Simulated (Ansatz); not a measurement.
`CCB(O)BCl`, relaxed with RKS PBE-D4/def2-SVP in Ansatz 0.2.0 from a rough embedded geometry. The force threshold is 0.03 eV/Å; the program also tests the step.

The species carries charge 0 and has multiplicity 1.

Start:

```xyz
13

C    -0.175   -1.609    0.520
C    -0.908   -0.513   -0.173
B     0.047    0.727   -0.535
O     0.200    1.054   -1.931
B     0.617    1.707    0.653
Cl    1.660    3.190    0.225
H     0.692   -1.950   -0.063
H     0.231   -1.205    1.546
H    -0.801   -2.408    0.771
H    -1.757   -0.145    0.454
H    -1.322   -0.920   -1.117
H     1.082    0.575   -2.166
H     0.433    1.497    1.814
```

(1) How much energy does the relaxation release, and in how many steps? (Estimate.)

(2) Which bonds change most? (Estimate.)

(3) Give the relaxed structure. (Estimate.)

Results:

(1) Ansatz gave: 139.29 kJ/mol, in 20 steps.

(2) Ansatz gave: B3–B5 from 1.642 to 1.740 Å; B5–Cl6 from 1.862 to 1.777 Å; B3–O4 from 1.442 to 1.367 Å; C1–H8 from 1.175 to 1.111 Å.

(3) The calculation gave: 
```xyz
13

C    -0.237   -1.646    0.663
C    -0.896   -0.632   -0.290
B     0.018    0.613   -0.612
O     0.237    0.953   -1.918
B     0.773    1.609    0.598
Cl    1.821    2.906   -0.015
H     0.659   -2.115    0.204
H     0.097   -1.168    1.609
H    -0.928   -2.469    0.940
H    -1.816   -0.231    0.199
H    -1.236   -1.128   -1.224
H     0.823    1.739   -1.966
H     0.685    1.569    1.810
```
